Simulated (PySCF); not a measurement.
## Dipole moment and polarisability across levels of theory

Germanium monosulfide, GeS.
Cartesian coordinates in Å at the PBE0-D3(BJ)/def2-SVP level; atoms count from 1:
```
atom  x, y, z in Å
S1     1.0117   -0.0081   -0.0029
Ge2   -1.0062    0.0106   -0.0254
```

PySCF, dipoles from the SCF density, polarisabilities from static response with core orbitals frozen. Isolated species at its PBE0-D3(BJ)/def2-SVP geometry, gas phase. Relativistic effects, spin–orbit coupling among them, are left out although an element past zinc is present.

**Question.** How do dipole and polarisability depend on functional and basis here?

**Answer.** 

```csv
level,μ (D),error (%),α (Å³),anisotropy (Å³)
LDA/def2-SVPD,1.956,-2.2,7.75,4.52
PBE/def2-SVPD,2.031,+1.5,7.80,4.54
B3LYP/def2-SVPD,2.230,+11.5,7.72,4.44
PBE0/def2-SVPD,2.268,+13.4,7.66,4.30
BHandHLYP/def2-SVPD,2.497,+24.8,7.59,4.18
CAM-B3LYP/def2-SVPD,2.391,+19.5,7.61,4.27
wB97X-D/def2-SVPD,2.454,+22.7,7.64,4.24
LC-wPBE/def2-SVPD,2.553,+27.6,7.43,4.02
HF/def2-SVPD,2.830,+41.5,7.60,3.78
PBE0/6-31G*,2.144,+7.2,6.05,5.65
PBE0/def2-SVP,2.001,+0.1,5.78,4.95
PBE0/aug-cc-pVDZ,2.237,+11.8,7.61,4.57
PBE0/def2-TZVP,2.233,+11.7,6.72,5.05
PBE0/def2-TZVPD,2.224,+11.2,7.76,4.38
PBE0/aug-cc-pVTZ,2.239,+11.9,7.77,4.47
```

Reference dipole: 2.000 D (measured, gas; NIST CCCBDB Release 22 (SRD 101), experimental dipoles). The anisotropy is √(½[(α1 − α2)² + (α2 − α3)² + (α3 − α1)²]). For the dipole, the smallest error is 0.1% (PBE0/def2-SVP) and the largest 41.5% (HF/def2-SVPD). The dipole runs from 1.96 D (LDA/def2-SVPD) to 2.83 D (HF/def2-SVPD). No reference polarisability is at hand; against PBE0 in the largest diffuse basis at hand (aug-cc-pVTZ) the other PBE0 rows deviate by 6-31G* -22%, def2-SVP -26%, aug-cc-pVDZ -2%, def2-SVPD -1%, def2-TZVP -13%, def2-TZVPD 0%. In one basis (def2-SVPD) the functionals order the polarisability from LC-wPBE (lowest) to PBE (highest), a spread of 5%. With PBE0 the polarisability is 6.18 Å³ without diffuse functions (mean of 6-31G*, def2-SVP and def2-TZVP) and 7.70 Å³ with them (mean of aug-cc-pVDZ, def2-SVPD, def2-TZVPD and aug-cc-pVTZ). Measured values can belong to vibrating molecules; the computed ones are for one fixed geometry.
